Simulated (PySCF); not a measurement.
Static response to an electric field

Species: C₂H₁₂OSi₃.
Numbering: `[SiH3:1][O:2][CH2:3][CH:4]([SiH3:5])[SiH3:6]` (hydrogens: H7, H8, H9 on Si1; H10, H11 on C3; H12 on C4; H13, H14, H15 on Si5; H16, H17, H18 on Si6)

Geometry (GFN2-xTB, Å), atoms numbered from 1 in this order:
```
atom  x, y, z in Å
Si1    2.9640   -0.5461    0.1602
O2     1.3690   -0.3140    0.3176
C3     0.4738    0.2575   -0.5981
C4    -0.8131    0.5931    0.1284
Si5   -1.0918   -0.7971    1.4114
Si6   -2.2361    0.9067   -1.0854
H7     3.2603   -1.0860    1.4763
H8     3.2700   -1.4718   -0.9368
H9     3.6387    0.7257   -0.1245
H10    0.2866   -0.4705   -1.3987
H11    0.9266    1.1436   -1.0615
H12   -0.6451    1.5126    0.6982
H13   -0.1826   -0.6846    2.5484
H14   -2.4659   -0.6501    1.9094
H15   -0.9596   -2.0992    0.7582
H16   -1.8526    1.9560   -2.0378
H17   -2.5342   -0.3154   -1.8349
H18   -3.4165    1.3457   -0.3422
```

Level: PBE0/def2-SVPD (PySCF), static field, nuclei fixed, core orbitals frozen in the response. The polarisability tensor in these axes (au):

```
x   121.88  -5.92   2.90
y    -5.92  98.90  -8.88
z     2.90  -8.88 106.48
```

Question: Diagonalise the tensor; give its mean and Δα, where Δα² is half the sum of the squared differences of the eigenvalues.

Answer: Principal values 92.64, 109.81 and 124.83 au; mean 109.09 au = 16.17 Å³ = 17.99 × 10⁻⁴⁰ C²·m²/J; Δα = 27.90 au (26 % of the mean).

Question: What is the dipole moment, and where does it point?

Answer: (0.85, 0.67, -0.78) D, 1.34 D in size, pointing from the negative to the positive side. Measured along this direction, the outermost atoms are H14 at the negative end and H9 at the positive end.

Question: Rayleigh depolarisation ratio (linearly polarised light, static tensor)?

Answer: ρ = 3Δα²/(45ᾱ² + 4Δα²) = 2335.1/(535535 + 3113.4) = 0.00434.

Question: Traceless (Buckingham) quadrupole moment about the centre of nuclear charge: eigenvalues?

Answer: -1.58, -0.14, 1.71 D·Å. The values depend on the origin, since the dipole doesn't vanish. The electronic extent ⟨r²⟩ about the same centre is 1618 bohr², a root-mean-square distance of 2.47 Å for the 74 electrons.

Question: In TDDFT the mean static polarisability is Σ f/ω² over all singlet excitations (ω in hartree). How much of it do the 8 lowest give? Their energies (eV) and oscillator strengths: 6.90, 0.0025; 7.50, 0.0038; 7.60, 0.0281; 7.74, 0.0405; 7.91, 0.0573; 7.92, 0.0036; 7.99, 0.0211; 8.03, 0.0180.

Answer: They add up to 2.12 au, 1.9 % of the 109.09 au; the largest single term is 0.68 au, from the state at 7.91 eV. Terms in order: 0.04, 0.05, 0.36, 0.50, 0.68, 0.04, 0.24, 0.21 au. Higher excitations give the rest. The strengths listed sum to 0.175.

Question: What would n − 1 = 2πNα be for an ideal gas of these molecules at 298.15 K and 1 atm, electronic part alone?

Answer: N = p/kT = 2.4615 × 10¹⁹ cm⁻³, so n − 1 = 2π × N × 16.17 × 10⁻²⁴ cm³ = 2500 × 10⁻⁶ at long wavelengths.

Question: Estimate the molar refractivity from the static electronic polarisability.

Answer: Lorentz–Lorenz: R = (4π/3)N_A α = 2.5225 cm³/(mol·Å³) × 16.17 Å³ = 40.8 cm³/mol, in the limit of long wavelengths.

One conformer (not necessarily the lowest) at the GFN2-xTB geometry, without solvent, vibrations or thermal averaging.
